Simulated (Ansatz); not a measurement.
One change: `CO[SiH](N)O[SiH3]` becomes `CO[SiH](N)N`.

Ansatz, PBE0-D4/def2-TZVP geometries, multiplicity 1. Each molecule was computed in one conformer, which needn't be the lowest.

```tsv
property	`CO[SiH](N)O[SiH3]`
HOMO energy (ωB97M-V/def2-TZVPP) / eV	-10.06
HOMO energy (PBE/def2-TZVPP) / eV	-6.21
HOMO–LUMO gap (PBE0/def2-TZVPP) / eV	7.95
size of the dipole moment (B3LYP/def2-TZVPP) / D	1.60
HOMO–LUMO gap (PBE/def2-TZVPP) / eV	5.64
LUMO energy (PBE0/def2-TZVPP) / eV	0.30
```

Task: What does the change do to each property? (An estimate is asked.)

Result: The calculation gave: 
```tsv
property	`CO[SiH](N)N`	shift
HOMO energy (ωB97M-V/def2-TZVPP) / eV	-9.80	0.26
HOMO energy (PBE/def2-TZVPP) / eV	-5.93	0.28
HOMO–LUMO gap (PBE0/def2-TZVPP) / eV	8.35	0.40
size of the dipole moment (B3LYP/def2-TZVPP) / D	1.70	0.10
HOMO–LUMO gap (PBE/def2-TZVPP) / eV	6.06	0.42
LUMO energy (PBE0/def2-TZVPP) / eV	0.96	0.66
```

With PBE0 the HOMO rises by 0.27 eV and the LUMO rises by 0.66 eV, so the gap widens by about 0.39 eV. PBE moves the HOMO by 0.28 eV and ωB97M-V by 0.26 eV. Dipoles are sizes alone; their direction can turn.

B3LYP here is the variant with VWN-RPA as its local correlation; programs differ in this.
